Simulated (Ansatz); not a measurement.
Ansatz results at the PBE0-D4/def2-TZVP geometry: size of the dipole moment (B3LYP/def2-TZVPP) 2.35 D; HOMO energy (PBE/def2-TZVPP) -5.30 eV; HOMO–LUMO gap (B3LYP/def2-TZVPP) 3.89 eV.

Each molecule was computed in one conformer, which needn't be the lowest.

Question: Which molecule gave them?
A. `C=C(S)[SiH2][SiH3]`
B. `NC(S)CC=O`
C. `[SiH3][SiH2]CC=S`
D. `C=C1C[SiH2]S1`

Answer: C. The others give `C=C1C[SiH2]S1`: 1.72, -5.40, 5.76; `NC(S)CC=O`: 2.79, -5.69, 5.64; `C=C(S)[SiH2][SiH3]`: 1.12, -5.62, 5.65.

B3LYP here is the variant with VWN-RPA as its local correlation; programs differ in this.
